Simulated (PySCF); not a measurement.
# Computed NMR parameters against published values

Structure with atom numbers: `[CH3:1][CH2:2][c:3]1[cH:4][cH:5][cH:6][cH:7][n:8]1` (H(Xn): hydrogen on atom n).

Non-relativistic Hamiltonian, no solvent, one averaged value for each set of equivalent atoms, one conformer. PBE0-D3(BJ)/def2-SVP geometry; shieldings: GIAO PBE0/pcSseg-1; PySCF 2.14.

Reference values: estimated from measurements, as parent shift plus tabulated substituent increment (solution, not stated per compound (mostly CDCl3 or CCl4); Pretsch, Buehlmann, Badertscher, Structure Determination of Organic Compounds, 4th ed. (2009)).
```csv
atoms,quantity,reference,computed,"computed, scaled"
C3,δ $^{13}$C,163.5,170.4,164.8
C7,δ $^{13}$C,149.2,155.6,150.5
C5,δ $^{13}$C,136.3,141.7,137.0
C4,δ $^{13}$C,122.0,126.9,122.6
C6,δ $^{13}$C,120.9,125.5,121.2
H(C7),δ $^{1}$H,8.62,8.71,8.47
H(C5),δ $^{1}$H,7.63,7.64,7.46
H(C4),δ $^{1}$H,7.16,7.13,6.97
H(C6),δ $^{1}$H,7.10,7.04,6.89
```

Computed shifts are σ(ref) − σ with the named reference compound (TMS for H and C) calculated as an isolated molecule at the same level. The measured values may be among those fitted. Shieldings were converted by linear fits to measured shifts (mostly CDCl3, TMS scale, for H and C): $^{13}$C (scatter 2.0 ppm rms, 2.2 ppm with the 3 outliers that the fit left out); $^{1}$H (scatter 0.21 ppm rms). A few per cent of atoms miss by over 2 rms, more outside the fitted compound classes.

**Question.** How far are the unscaled $^{13}$C shifts from the references?

**Answer.** Mean signed difference +5.64 ppm, mean absolute 5.64 ppm over 5 comparisons; the largest is +6.9 ppm at C3 (substituted aromatic carbon next to a ring nitrogen).

**Question.** How far are the unscaled $^{1}$H shifts from the references?

**Answer.** Mean signed difference +0.00 ppm, mean absolute 0.05 ppm over 4 comparisons; the largest is +0.09 ppm at H(C7) (hydrogen on an aromatic CH next to a ring nitrogen).
